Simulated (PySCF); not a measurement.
Nonlinear optical response: SMILES C#C/C([O-])=C/C=O, [C$_{5}$H$_{3}$O$_{2}$]-, charge -1

Molfile (atoms numbered from 1):
```
C5H3O2
     RDKit          3D

 10  9  0  0  0  0  0  0  0  0999 V2000
    2.8216    0.5371   -0.0252 C   0  0  0  0  0  0  0  0  0  0  0  0
    1.6866    0.1027   -0.0882 C   0  0  0  0  0  0  0  0  0  0  0  0
    0.3236   -0.4849   -0.1753 C   0  0  0  0  0  0  0  0  0  0  0  0
    0.2531   -1.7086   -0.3772 O   0  0  0  0  0  0  0  0  0  0  0  0
   -0.7221    0.4540   -0.0126 C   0  0  0  0  0  0  0  0  0  0  0  0
   -2.0902    0.0802   -0.0642 C   0  0  0  0  0  0  0  0  0  0  0  0
   -3.0775    0.8100    0.0632 O   0  0  0  0  0  0  0  0  0  0  0  0
    3.8246    0.9144    0.0297 H   0  0  0  0  0  0  0  0  0  0  0  0
   -0.4729    1.5054    0.1593 H   0  0  0  0  0  0  0  0  0  0  0  0
   -2.2317   -1.0203   -0.2446 H   0  0  0  0  0  0  0  0  0  0  0  0
  1  2  3  0
  2  3  1  0
  3  4  1  0
  3  5  2  0
  5  6  1  0
  6  7  2  0
  1  8  1  0
  5  9  1  0
  6 10  1  0
M  CHG  1   4  -1
M  END
```

Computed, not measured: quadratic response CAM-B3LYP/def2-TZVPD first hyperpolarisability, Taylor convention, gas phase (PySCF). Geometry: PBE0-D3(BJ)/def2-SVP.

For a gas-phase anion, states above the detachment energy (about 2.7 eV, taken as minus the energy of the highest occupied orbital) lie in the continuum and depend on the basis.

What is the first hyperpolarisability, and how does it disperse?

In au, Taylor convention; the vector part is βᵢ = ⅓ Σⱼ (βᵢⱼⱼ + βⱼᵢⱼ + βⱼⱼᵢ):
```
                   process  λ (nm)  β vector norm  β HRS  depolarisation ratio
           static β(0;0,0)       ∞          488.5  206.2                  4.70
second harmonic β(−2ω;ω,ω)    1907          557.5  234.5                  4.75
         Pockels β(−ω;ω,0)    1907          509.7      –                     –
second harmonic β(−2ω;ω,ω)    1064          793.4  331.1                  4.88
         Pockels β(−ω;ω,0)    1064          563.1      –                     –
```

Which lowest excitations and polarisabilities go with it?

S1 3.90 eV (f = 0.000); S2 4.20 eV (f = 0.364); S3 4.55 eV (f = 0.001); isotropic α 85.9 au static, 86.6 au at 1907 nm, 88.0 au at 1064 nm, 88.6 au at 953.5 nm, 96.3 au at 532 nm.
